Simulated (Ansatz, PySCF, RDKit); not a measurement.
Torsion H3–B1–Se2–H5 in BH3Se (SMILES B[SeH]); at each angle all else is relaxed with GFN2-xTB, and the levels are single points there.
Geometry at 180° (charge 0, multiplicity 1):
```json
[
 {"atom": "B", "x (Å)": "-0.6336", "y (Å)": "-0.0105", "z (Å)": "0.0720"},
 {"atom": "Se", "x (Å)": "1.0865", "y (Å)": "-0.6531", "z (Å)": "0.4093"},
 {"atom": "H", "x (Å)": "-1.4427", "y (Å)": "-0.7900", "z (Å)": "-0.2474"},
 {"atom": "H", "x (Å)": "-0.8825", "y (Å)": "1.1241", "z (Å)": "0.1785"},
 {"atom": "H", "x (Å)": "1.7585", "y (Å)": "0.5782", "z (Å)": "0.7614"}
]
```

On the grid 0° to 330°, 270° is the highest and 180° the lowest point at CCSD(T)/CBS(cc-pVTZ, cc-pVQZ).

Frozen-core correlation. Filled d and f shells under p-block atoms count as core.

Codes used: Ansatz (Gaussian basis) for Hartree–Fock, density functionals and correlated methods; PySCF for the dispersion terms; RDKit for the force fields. Values without a source in brackets are computed.

**Question.** What energy at 270° less that at 180° does UFF give?

**Answer.** -42 kJ/mol

**Question.** Predict the energy at 270° less that at 180° from PBE-D4/def2-TZVPP.

**Answer.** 91 kJ/mol

**Question.** What energy at 270° less that at 180° does MP2/cc-pVTZ give?

**Answer.** 82 kJ/mol

Ansatz is a first-principles code.
